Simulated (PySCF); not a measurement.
CH7F2GeNSi, singlet, geometry from GFN2-xTB, with bond 3-1 at 1.8 times its length; CASSCF(6,4)+NEVPT2/STO-3G (PySCF).

Here is a job for PySCF.
```python
from pyscf import gto, scf, mcscf, mrpt
import numpy

mol = gto.M(
    atom='''
Si   -0.58107732   -1.33940473    0.44536325
F    -1.97412999   -0.86767485   -0.17208944
F     0.03205556   -3.79423960   -0.91795409
N     0.56978421   -0.16906683   -0.01764640
C     1.98807377   -0.48290537    0.07887385
Ge    0.17283135    1.62724895   -0.12218958
H    -0.79180111   -1.65160465    1.84014167
H     2.15832412   -1.53243185   -0.15449799
H     2.54350814    0.13038078   -0.63464690
H     2.38240127   -0.27963802    1.07987067
H     0.60295198    2.30500352    1.15248763
H     1.01120356    2.15113349   -1.24978634
H    -1.28783919    1.77564710   -0.35118356
''',
    basis='sto-3g',
    verbose=4,
)

mf = scf.RHF(mol)
mf.kernel()
mc = mcscf.CASSCF(mf, 4, 6)
mc.fix_spin_(ss=0.0)
mc.kernel()
occ = numpy.linalg.eigvalsh(mc.fcisolver.make_rdm1(mc.ci, mc.ncas, mc.nelecas))[::-1]
ss = mc.fcisolver.spin_square(mc.ci, mc.ncas, mc.nelecas)[0]
print('natural occupations', occ.round(4), ' <S^2>', round(ss, 4))
e2 = mrpt.NEVPT(mc).kernel()
print('E(NEVPT2) = %.10f' % (mc.e_tot + e2))
```

**Question.** Write the output that PySCF gives for this input, abridged.

**Answer.** 
```
PySCF version 2.14.0

[INPUT] verbose = 4
[INPUT] num. atoms = 13
[INPUT] num. electrons = 84
[INPUT] charge = 0
[INPUT] spin (= nelec alpha-beta = 2S) = 0
[INPUT] symmetry False subgroup None
[INPUT] Mole.unit = angstrom
[INPUT] Symbol           X                Y                Z      unit          X                Y                Z       unit  Magmom
[...]
nuclear repulsion = 540.695899315855
number of shells = 32
number of NR pGTOs = 162
number of NR cGTOs = 54
basis = sto-3g
ecp = {}

******** <class 'pyscf.scf.hf.RHF'> ********
method = RHF
initial guess = minao
damping factor = 0
level_shift factor = 0
DIIS = <class 'pyscf.scf.diis.CDIIS'>
diis_start_cycle = 1
diis_space = 8
diis_damp = 0
SCF conv_tol = 1e-09
SCF conv_tol_grad = None
SCF max_cycles = 50
direct_scf = True
direct_scf_tol = 1e-13
Set gradient conv threshold to 3.16228e-05
Initial guess from minao.
init E= -2625.6880672833
[...]
cycle= 1 E= -2628.14857303383  delta_E= -2.46  |g|= 0.609  |ddm|= 4.12
[...]
cycle= 2 E= -2628.14039173043  delta_E= 0.00818  |g|= 0.541  |ddm|= 3.19
[...]
cycle= 3 E= -2628.4091682659  delta_E= -0.269  |g|= 0.208  |ddm|= 2.37
[...]
cycle= 4 E= -2628.45281069427  delta_E= -0.0436  |g|= 0.036  |ddm|= 0.681
[...]
cycle= 5 E= -2628.45356313362  delta_E= -0.000752  |g|= 0.00959  |ddm|= 0.0777
[...]
cycle= 6 E= -2628.45363763973  delta_E= -7.45e-05  |g|= 0.00269  |ddm|= 0.0275
[...]
cycle= 7 E= -2628.45364449947  delta_E= -6.86e-06  |g|= 0.000763  |ddm|= 0.00828
[...]
cycle= 8 E= -2628.45364528049  delta_E= -7.81e-07  |g|= 0.000239  |ddm|= 0.00326
[...]
cycle= 9 E= -2628.45364537202  delta_E= -9.15e-08  |g|= 0.000115  |ddm|= 0.00105
[...]
cycle= 10 E= -2628.45364540928  delta_E= -3.73e-08  |g|= 8.69e-05  |ddm|= 0.000627
[...]
cycle= 11 E= -2628.45364544885  delta_E= -3.96e-08  |g|= 5.57e-05  |ddm|= 0.000926
[...]
cycle= 12 E= -2628.45364547229  delta_E= -2.34e-08  |g|= 1.93e-05  |ddm|= 0.00113
[...]
cycle= 13 E= -2628.45364547406  delta_E= -1.78e-09  |g|= 5.17e-06  |ddm|= 0.000349
[...]
cycle= 14 E= -2628.4536454741  delta_E= -3.82e-11  |g|= 1.25e-06  |ddm|= 3.77e-05
[...]
Extra cycle  E= -2628.45364547411  delta_E= -5.46e-12  |g|= 7.65e-07  |ddm|= 3.97e-06
converged SCF energy = -2628.45364547411

******** <class 'pyscf.mcscf.mc1step.CASSCF'> ********
CAS (3e+3e, 4o), ncore = 39, nvir = 11
max_cycle_macro = 50
max_cycle_micro = 4
conv_tol = 1e-07
conv_tol_grad = None
orbital rotation max_stepsize = 0.02
orbital rotation threshold for CI restart = 0.01
augmented hessian ah_max_cycle = 30
augmented hessian ah_conv_tol = 1e-12
augmented hessian ah_linear dependence = 1e-14
augmented hessian ah_level shift = 1e-08
augmented hessian ah_start_tol = 2.5
augmented hessian ah_start_cycle = 3
augmented hessian ah_grad_trust_region = 3
kf_trust_region = 3
kf_interval = 4
ci_response_space = 4
ci_grad_trust_region = 3
with_dep4 0
natorb = False
canonicalization = True
sorting_mo_energy = False
ao2mo_level = 2
internal_rotation = False
******** <class 'pyscf.fci.addons.SpinPenaltyFCISolver'> ********
max. cycles = 50
conv_tol = 1e-08
davidson only = True
linear dependence = 1e-12
level shift = 0.001
max iter space = 12
nroots = 1
pspace_size = 400
spin = None
CASCI E = -2628.61138352823  S^2 = 0.0000000
Set conv_tol_grad to 0.000316228
macro iter   1 ( 20 JK    4 micro), CASSCF E = -2628.61985623772  dE = -8.47270950e-03  S^2 = 0.0000000
               |grad[o]|=0.0771  |grad[c]|=0.0304  |ddm|=0.0186  |maxRot[o]|=0.139
macro iter   2 ( 21 JK    4 micro), CASSCF E = -2628.61986935325  dE = -1.31155216e-05  S^2 = 0.0000000
               |grad[o]|=0.00739  |grad[c]|=0.00167  |ddm|=0.00204  |maxRot[o]|=0.097
macro iter   3 ( 21 JK    4 micro), CASSCF E = -2628.61986882782  dE =  5.25426913e-07  S^2 = 0.0000000
               |grad[o]|=0.00576  |grad[c]|=0.00244  |ddm|=0.00102  |maxRot[o]|= 0.12
macro iter   4 ( 21 JK    4 micro), CASSCF E = -2628.61987435543  dE = -5.52761503e-06  S^2 = 0.0000000
[...]
CASSCF energy = -2628.62008614136
CASCI E = -2628.62008614136  E(CI) = -9.75624795036219  S^2 = 0.0000000
[...]
natural occupations [1.9999 1.9998 1.3348 0.6655]  <S^2> 0.0

******** <class 'pyscf.mrpt.nevpt2.NEVPT'> ********
NEVPT2 (3e+3e, 4o), ncore = 39, nvir = 11
root = 0
Natural occ [1.99990626 1.99978047 1.3347853  0.66552797]
Natural orbital (expansion on meta-Lowdin AOs) in CAS space
               #1        #2        #3        #4
0 Si 1s         -0.00004  -0.00004   0.00034  -0.00044
0 Si 2s         -0.00238   0.01151   0.00177  -0.00094
0 Si 3s         -0.04883   0.38420   0.30822  -0.32795
0 Si 2px        -0.00035   0.00194  -0.00252   0.00281
0 Si 2py         0.00668  -0.00724   0.00687  -0.00801
0 Si 2pz        -0.00464  -0.00008   0.00253  -0.00303
0 Si 3px        -0.11756   0.02925   0.14630  -0.15312
0 Si 3py        -0.01427  -0.07862  -0.46021   0.48049
0 Si 3pz        -0.16030   0.03209  -0.25566   0.26417
1 F 1s          -0.00008   0.00039   0.00034  -0.00039
1 F 2s          -0.00146  -0.04340  -0.01450   0.01592
1 F 2px          0.23413   0.11269  -0.07292   0.07578
1 F 2py         -0.37897  -0.26813   0.14053  -0.14467
1 F 2pz         -0.11880  -0.14121   0.06006  -0.06079
2 F 1s          -0.00085  -0.01127   0.00030  -0.00035
2 F 2s          -0.08855  -0.70317  -0.01599   0.01752
2 F 2px          0.46801  -0.03426  -0.14655  -0.13980
2 F 2py         -0.22922   0.01822   0.62114   0.59221
2 F 2pz          0.61992  -0.04549   0.34114   0.32561
3 N 1s          -0.00022   0.00040   0.00079  -0.00090
3 N 2s          -0.04712   0.05642  -0.06382   0.06897
3 N 2px          0.05043  -0.09069   0.04868  -0.05266
3 N 2py          0.09901  -0.26794   0.10180  -0.10961
3 N 2pz          0.15925  -0.19427   0.07428  -0.07480
4 C 1s          -0.00024   0.00022   0.00033  -0.00035
4 C 2s           0.00626  -0.00162  -0.01787   0.01827
4 C 2px         -0.01135   0.00334   0.00687  -0.00825
4 C 2py          0.00344  -0.00731   0.01921  -0.01722
4 C 2pz          0.00655   0.00174   0.00947  -0.00936
5 Ge 1s         -0.00002   0.00005  -0.00004   0.00004
5 Ge 2s          0.00013  -0.00033   0.00033  -0.00036
5 Ge 3s         -0.00010   0.00036  -0.00032   0.00036
5 Ge 4s          0.01476  -0.03960   0.03456  -0.03795
5 Ge 2px         0.00000  -0.00001   0.00003  -0.00004
5 Ge 2py        -0.00005   0.00020  -0.00014   0.00015
5 Ge 2pz         0.00001  -0.00004   0.00003  -0.00003
5 Ge 3px        -0.00009   0.00021  -0.00052   0.00058
5 Ge 3py         0.00081  -0.00374   0.00229  -0.00253
5 Ge 3pz        -0.00043   0.00073  -0.00050   0.00053
5 Ge 4px         0.00640  -0.01848   0.02320  -0.02564
5 Ge 4py        -0.02135   0.11613  -0.07026   0.07796
5 Ge 4pz         0.01827  -0.02740   0.01469  -0.01538
5 Ge 3dxy        0.00246  -0.01316   0.00408  -0.00441
5 Ge 3dyz        0.00523  -0.01040   0.00255  -0.00250
5 Ge 3dz^2       0.00301  -0.00874   0.00222  -0.00235
5 Ge 3dxz        0.00124   0.00141  -0.00163   0.00186
5 Ge 3dx2-y2    -0.00164   0.00116  -0.00536   0.00579
6 H 1s          -0.19707   0.31044  -0.14752   0.15701
7 H 1s           0.01746  -0.03011   0.02189  -0.02294
8 H 1s           0.00192   0.00010   0.00678  -0.00676
9 H 1s          -0.02404   0.04018  -0.01697   0.01836
10 H 1s         -0.02296   0.05392  -0.02423   0.02610
11 H 1s          0.00488   0.01473  -0.01459   0.01709
12 H 1s          0.00566  -0.00244   0.00978  -0.01035
<CAS-nat-orb|mo-hf>  40     33      -0.44040413
<CAS-nat-orb|mo-hf>  40     39       0.53620547
<CAS-nat-orb|mo-hf>  40     40       0.61913996
<CAS-nat-orb|mo-hf>  41     20      -0.68773944
<CAS-nat-orb|mo-hf>  42     42       0.97924908
<CAS-nat-orb|mo-hf>  43     43       0.99098866
Sr    (-1)',   E = -0.00026935185292
Si    (+1)',   E = -0.00000006175809
Sijrs (0)  ,   E = -0.15618431761043
Sijr  (+1) ,   E = -0.00764509244655
Srsi  (-1) ,   E = -0.01283680608763
Srs   (-2) ,   E = -0.00101625827378
Sij   (+2) ,   E = -0.00004180869919
Sir   (0)' ,   E = -0.00422844261116
Nevpt2 Energy = -0.182222139339744
E(NEVPT2) = -2628.8023082807
```
